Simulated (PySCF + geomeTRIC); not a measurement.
The multiplicity is imposed and other spin states were not computed.

These are PySCF + geomeTRIC with TPSS-D3(BJ)/def2-SVP values and carry that method's errors. fastk is a local helper that only speeds up exchange builds. No frequencies were computed at this level.

```python
import json, numpy as np
from pyscf import gto, dft
from fastk import lowrank_exchange
atoms = """
Zr    -0.041437    -0.207289     0.145286
F     -0.014703     1.268187     1.276188
F      1.330808    -0.208628    -1.102971
F     -1.730423    -0.317740    -0.622300
O      0.113284    -1.700364     1.240878
C     -1.010673    -1.767694     2.104627
H     -1.156741    -0.793589     2.619497
H     -0.827223    -2.543382     2.859335
H     -1.913968    -2.039205     1.524342
"""
def scf(charge, spin, dm0=None):
    mol = gto.M(atom=atoms, basis='def2-svp', ecp={'Zr': 'def2-svp'}, charge=charge, spin=spin, verbose=3, max_memory=5040)
    mf = dft.KS(mol, xc='tpss').density_fit(auxbasis="def2-universal-jkfit")
    mf.disp = 'd3bj'
    mf.grids.level = 3
    mf.conv_tol = 1e-8
    mf.max_cycle = 120
    mf.level_shift = 0.25
    mf.kernel(dm0)
    if not mf.converged:
        mf = mf.newton().run(mf.mo_coeff, mf.mo_occ).undo_soscf()
    return mf
mf = scf(0, 0)
from pyscf.geomopt.geometric_solver import kernel as optimize
path = []
done, mol = optimize(mf, maxsteps=120, assert_convergence=False, callback=lambda env: path.append((env["energy"], bool(env["g_scanner"].converged))))
res = dict(converged=bool(done and path[-1][1]), energy=path[-1][0], path=[e for e, c in path], xyz=mol.atom_coords(unit="Angstrom").tolist(), nao=mol.nao)
json.dump(res, open("result.json", "w"))
```

Output:

```
converged SCF energy = -461.734426065876
Geometry optimization cycle 1
converged SCF energy = -461.734426065375
cycle 1: E = -461.734426065  dE = -461.734  norm(grad) = 0.0938962
Geometry optimization cycle 2
converged SCF energy = -461.746434750217
cycle 2: E = -461.74643475  dE = -0.0120087  norm(grad) = 0.0382828
Geometry optimization cycle 3
converged SCF energy = -461.749278350372
cycle 3: E = -461.74927835  dE = -0.0028436  norm(grad) = 0.014744
Geometry optimization cycle 4
converged SCF energy = -461.750711116339
cycle 4: E = -461.750711116  dE = -0.00143277  norm(grad) = 0.0129054
Geometry optimization cycle 5
converged SCF energy = -461.752938115013
cycle 5: E = -461.752938115  dE = -0.002227  norm(grad) = 0.0227388
Geometry optimization cycle 6
converged SCF energy = -461.754233159115
cycle 6: E = -461.754233159  dE = -0.00129504  norm(grad) = 0.0425343
Geometry optimization cycle 7
converged SCF energy = -461.755988514673
cycle 7: E = -461.755988515  dE = -0.00175536  norm(grad) = 0.0126118
Geometry optimization cycle 8
converged SCF energy = -461.756940706192
cycle 8: E = -461.756940706  dE = -0.000952192  norm(grad) = 0.00733207
Geometry optimization cycle 9
converged SCF energy = -461.758121031608
cycle 9: E = -461.758121032  dE = -0.00118033  norm(grad) = 0.0134926
Geometry optimization cycle 10
converged SCF energy = -461.75913742867
cycle 10: E = -461.759137429  dE = -0.0010164  norm(grad) = 0.00769828
Geometry optimization cycle 11
converged SCF energy = -461.759997624139
cycle 11: E = -461.759997624  dE = -0.000860195  norm(grad) = 0.00480516
Geometry optimization cycle 12
converged SCF energy = -461.760545227016
cycle 12: E = -461.760545227  dE = -0.000547603  norm(grad) = 0.00438123
Geometry optimization cycle 13
converged SCF energy = -461.760616543661
cycle 13: E = -461.760616544  dE = -7.13166e-05  norm(grad) = 0.00200137
Geometry optimization cycle 14
converged SCF energy = -461.76063971491
cycle 14: E = -461.760639715  dE = -2.31712e-05  norm(grad) = 0.000928171
Geometry optimization cycle 15
converged SCF energy = -461.760641735707
cycle 15: E = -461.760641736  dE = -2.0208e-06  norm(grad) = 0.000830672
Geometry optimization cycle 16
converged SCF energy = -461.760641311319
cycle 16: E = -461.760641311  dE = 4.24388e-07  norm(grad) = 0.000796122
Geometry optimization cycle 17
converged SCF energy = -461.760644645181
cycle 17: E = -461.760644645  dE = -3.33386e-06  norm(grad) = 0.000658664
Geometry optimization cycle 18
converged SCF energy = -461.760647374675
cycle 18: E = -461.760647375  dE = -2.72949e-06  norm(grad) = 0.000489364
Geometry optimization cycle 19
converged SCF energy = -461.760649367441
cycle 19: E = -461.760649367  dE = -1.99277e-06  norm(grad) = 0.000386287
Geometry optimization cycle 20
converged SCF energy = -461.760651251591
cycle 20: E = -461.760651252  dE = -1.88415e-06  norm(grad) = 0.000303862
Geometry optimization cycle 21
converged SCF energy = -461.760652195456
cycle 21: E = -461.760652195  dE = -9.43865e-07  norm(grad) = 0.000270671
<class 'geometric.internal.Distance'> : 9
<class 'geometric.internal.Angle'> : 16
<class 'geometric.internal.OutOfPlane'> : 5
<class 'geometric.internal.Dihedral'> : 21
<class 'geometric.internal.TranslationX'> : 1
<class 'geometric.internal.TranslationY'> : 1
<class 'geometric.internal.TranslationZ'> : 1
<class 'geometric.internal.RotationA'> : 1
<class 'geometric.internal.RotationB'> : 1
<class 'geometric.internal.RotationC'> : 1
Step    0 : Gradient = 3.130e-02/4.753e-02 (rms/max) Energy = -461.7344260654
Step    1 : Displace = 9.771e-02/1.542e-01 (rms/max) Trust = 1.000e-01 (=) Grad = 1.276e-02/1.951e-02 (rms/max) E (change) = -461.7464347502 (-1.201e-02) Quality = 0.561
Step    2 : Displace = 3.013e-02/4.170e-02 (rms/max) Trust = 1.000e-01 (=) Grad = 4.915e-03/1.074e-02 (rms/max) E (change) = -461.7492783504 (-2.844e-03) Quality = 1.362
Step    3 : Displace = 4.732e-02/6.022e-02 (rms/max) Trust = 1.414e-01 (+) Grad = 4.302e-03/8.019e-03 (rms/max) E (change) = -461.7507111163 (-1.433e-03) Quality = 1.499
Step    4 : Displace = 1.093e-01/1.442e-01 (rms/max) Trust = 2.000e-01 (+) Grad = 7.580e-03/1.225e-02 (rms/max) E (change) = -461.7529381150 (-2.227e-03) Quality = 1.574
Step    5 : Displace = 1.967e-01/2.692e-01 (rms/max) Trust = 2.828e-01 (+) Grad = 1.418e-02/2.449e-02 (rms/max) E (change) = -461.7542331591 (-1.295e-03) Quality = 0.551
Step    6 : Displace = 8.234e-02/1.289e-01 (rms/max) Trust = 2.828e-01 (=) Grad = 4.204e-03/7.315e-03 (rms/max) E (change) = -461.7559885147 (-1.755e-03) Quality = 0.745
Step    7 : Displace = 4.576e-02/6.403e-02 (rms/max) Trust = 2.828e-01 (=) Grad = 2.444e-03/4.735e-03 (rms/max) E (change) = -461.7569407062 (-9.522e-04) Quality = 1.668
Step    8 : Displace = 1.119e-01/1.691e-01 (rms/max) Trust = 3.000e-01 (+) Grad = 4.498e-03/7.819e-03 (rms/max) E (change) = -461.7581210316 (-1.180e-03) Quality = -0.021
Step    9 : Displace = 6.014e-02/8.818e-02 (rms/max) Trust = 5.597e-02 (-) Grad = 2.566e-03/4.719e-03 (rms/max) E (change) = -461.7591374287 (-1.016e-03) Quality = 1.082
Step   10 : Displace = 7.889e-02/1.254e-01 (rms/max) Trust = 7.915e-02 (+) Grad = 1.602e-03/2.945e-03 (rms/max) E (change) = -461.7599976241 (-8.602e-04) Quality = 0.976
Step   11 : Displace = 1.122e-01/1.880e-01 (rms/max) Trust = 1.119e-01 (+) Grad = 1.460e-03/3.547e-03 (rms/max) E (change) = -461.7605452270 (-5.476e-04) Quality = 0.964
Step   12 : Displace = 1.313e-02/2.266e-02 (rms/max) Trust = 1.583e-01 (+) Grad = 6.671e-04/9.928e-04 (rms/max) E (change) = -461.7606165437 (-7.132e-05) Quality = 1.262
Step   13 : Displace = 1.078e-02/1.932e-02 (rms/max) Trust = 2.239e-01 (+) Grad = 3.094e-04/5.405e-04 (rms/max) E (change) = -461.7606397149 (-2.317e-05) Quality = 0.953
Step   14 : Displace = 5.094e-03/7.449e-03 (rms/max) Trust = 3.000e-01 (+) Grad = 2.769e-04/5.611e-04 (rms/max) E (change) = -461.7606417357 (-2.021e-06) Quality = -0.000
Step   15 : Displace = 2.529e-03/4.854e-03 (rms/max) Trust = 2.547e-03 (-) Grad = 2.654e-04/3.881e-04 (rms/max) E (change) = -461.7606413113 (+4.244e-07) Quality = -0.026
Step   16 : Displace = 1.257e-03/2.144e-03 (rms/max) Trust = 1.265e-03 (-) Grad = 2.196e-04/3.133e-04 (rms/max) E (change) = -461.7606446452 (-3.334e-06) Quality = 0.435
Step   17 : Displace = 1.247e-03/2.230e-03 (rms/max) Trust = 1.265e-03 (=) Grad = 1.631e-04/2.694e-04 (rms/max) E (change) = -461.7606473747 (-2.729e-06) Quality = 0.490
Step   18 : Displace = 1.156e-03/2.165e-03 (rms/max) Trust = 1.265e-03 (=) Grad = 1.288e-04/2.202e-04 (rms/max) E (change) = -461.7606493674 (-1.993e-06) Quality = 0.364
Step   19 : Displace = 1.238e-03/2.373e-03 (rms/max) Trust = 1.265e-03 (=) Grad = 1.013e-04/1.680e-04 (rms/max) E (change) = -461.7606512516 (-1.884e-06) Quality = 0.243
Step   20 : Displace = 6.792e-04/1.229e-03 (rms/max) Trust = 6.190e-04 (-) Grad = 9.022e-05/1.539e-04 (rms/max) E (change) = -461.7606521955 (-9.439e-07) Quality = 0.194
Converged! =D
```

Cost: about 10 core-minutes (a rough figure).
